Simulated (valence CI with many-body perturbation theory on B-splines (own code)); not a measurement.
**Valence orbitals of Cl¹¹⁺**

Computed by relativistic CI+MBPT: four valence electrons over a frozen Dirac-Fock core [He], a basis of 11 s, 11 p, 9 d, 7 f, 5 g, 2 h, 1 i functions for each j, with the one-electron correlation potential Σ1, the two-electron term Σ2, the three-electron term Σ3, Breit, model QED; selected CI, second order for the rest, scaled by the run's own slope (own B-spline code, finite nucleus).

No measured levels were compared; by estimate levels of excited configurations hold to 0.05 to 0.15 % of their energy, terms of the ground configuration to about 0.5 %. Among the levels kept, up to 260 cm⁻¹ of a level comes from second order outside the variational space, and about a tenth of that is noise between levels of different J, which matters for small intervals.

These are the spectroscopic orbitals of the CI (the correlating ones are not listed), shaped by the core and the other valence electrons. h is the expectation value of the core's Dirac-Fock operator, without the valence repulsion; Σ1 is computed up to l = 3 at one energy for each symmetry, that of its lowest orbital but kept below the first core excitation, so for empty shells it is not the orbital's own correlation shift; Breit and QED include the response of the core.

```tsv
Orbital	h (hartree)	Σ1 (cm⁻¹)	Breit (cm⁻¹)	QED (cm⁻¹)	⟨r⟩ (bohr)
2s1/2	-29.637	-1037	975	688	0.4020
3s1/2	-12.812	-227	253	183	0.9667
4s1/2	-7.0824	-83.0	96.9	70.7	1.793
5s1/2	-4.4893	-40.0	47.5	34.7	2.865
2p1/2	-28.496	-2235	1792	-52.5	0.3528
3p1/2	-12.455	-462	462	-13.6	0.9417
4p1/2	-6.9328	-171	181	-5.3	1.788
5p1/2	-4.4127	-82.7	90.0	-2.7	2.880
2p3/2	-28.4	-2183	801	-8.4	0.3545
3p3/2	-12.428	-451	201	-2.1	0.9441
4p3/2	-6.9212	-167	78.5	-0.8	1.791
5p3/2	-4.4069	-80.8	38.8	-0.4	2.884
3d3/2	-12.213	-148	9.5	-1.8	0.8331
4d3/2	-6.8323	-63.0	5.1	-0.7	1.699
5d3/2	-4.3616	-32.4	2.9	-0.4	2.811
3d5/2	-12.205	-147	2.7	1.3	0.8338
4d5/2	-6.829	-62.5	1.5	0.5	1.700
5d5/2	-4.3599	-32.1	0.8	0.3	2.812
4f5/2	-6.7652	-10.0	0.0	-0.3	1.493
5f5/2	-4.3303	-5.7	0.0	-0.2	2.614
4f7/2	-6.7638	-10.0	0.0	0.2	1.493
5f7/2	-4.3296	-5.7	0.0	0.1	2.614
5g7/2	-4.3213		0.0	-0.1	2.290
5g9/2	-4.3209		0.0	0.1	2.291
```

Among the shells of the start configuration 2s2 2p2, Σ1 is largest in size for 2p1/2, where it is 0.036 % of h.

Lowest root of each symmetry, sizes in configuration state functions:

| J | Parity | Roots | Reference | Variational | Second order | Change by selected CI (cm⁻¹) | Change by second order (cm⁻¹) |
| --- | --- | --- | --- | --- | --- | --- | --- |
| 0 | even | 10 | 42 | 25065 | 178668 | -15476 | -7 |
| 1 | even | 15 | 91 | 39982 | 554521 | -15417 | -34 |
| 2 | even | 17 | 100 | 39884 | 786295 | -15441 | -58 |
| 3 | even | 8 | 66 | 39997 | 765099 | -20041 | -211 |
| 4 | even | 4 | 29 | 40245 | 649967 | -15979 | -20 |
| 5 | even | 2 | 8 | 33618 | 496518 | -16105 | -15 |
| 0 | odd | 6 | 35 | 23952 | 178355 | -19680 | -9 |
| 1 | odd | 15 | 92 | 39909 | 648390 | -18650 | -26 |
| 2 | odd | 16 | 103 | 39949 | 909286 | -8518 | -48 |
| 3 | odd | 9 | 77 | 39991 | 919391 | -18535 | -92 |
| 4 | odd | 3 | 44 | 42778 | 720539 | -21736 | -77 |
